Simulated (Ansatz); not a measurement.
`CC(C)(C)[O][Hf]([F])([F])[F]` and `CC(C)(C)OC(C)(C)C` differ in one atom or group.

Ansatz, PBE0-D4/def2-TZVP geometries, multiplicity 1. Each molecule was computed in one conformer, which needn't be the lowest.

Elements past krypton have def2 core potentials.

```
                                      property  `CC(C)(C)[O][Hf]([F])([F])[F]`
          HOMO–LUMO gap (PBE0/def2-TZVPP) / eV                            8.40
            HOMO energy (PBE0/def2-TZVPP) / eV                           -8.82
           LUMO energy (B3LYP/def2-TZVPP) / eV                           -0.74
       HOMO–LUMO gap (ωB97M-V/def2-TZVPP) / eV                           11.93
         HOMO–LUMO gap (B3LYP/def2-TZVPP) / eV                            7.86
size of the dipole moment (PBE/def2-TZVPP) / D                            3.24
```

Task: Give the same properties after the change, and the shifts. (Estimate.)

Result: Computed: 
```
                                      property  `CC(C)(C)OC(C)(C)C`  shift
          HOMO–LUMO gap (PBE0/def2-TZVPP) / eV                 8.09  -0.31
            HOMO energy (PBE0/def2-TZVPP) / eV                -7.11   1.71
           LUMO energy (B3LYP/def2-TZVPP) / eV                 0.66   1.40
       HOMO–LUMO gap (ωB97M-V/def2-TZVPP) / eV                11.88  -0.05
         HOMO–LUMO gap (B3LYP/def2-TZVPP) / eV                 7.54  -0.32
size of the dipole moment (PBE/def2-TZVPP) / D                 0.98  -2.26
```

With PBE0 the HOMO rises by 1.71 eV and the LUMO rises by 1.40 eV, so the gap narrows by about 0.31 eV. PBE moves the HOMO by 1.74 eV and ωB97M-V by 1.66 eV. Dipoles are sizes alone; their direction can turn.

Positive LUMOs are unbound, so they and the gaps depend on the basis.

B3LYP here is the variant with VWN-RPA as its local correlation; programs differ in this.
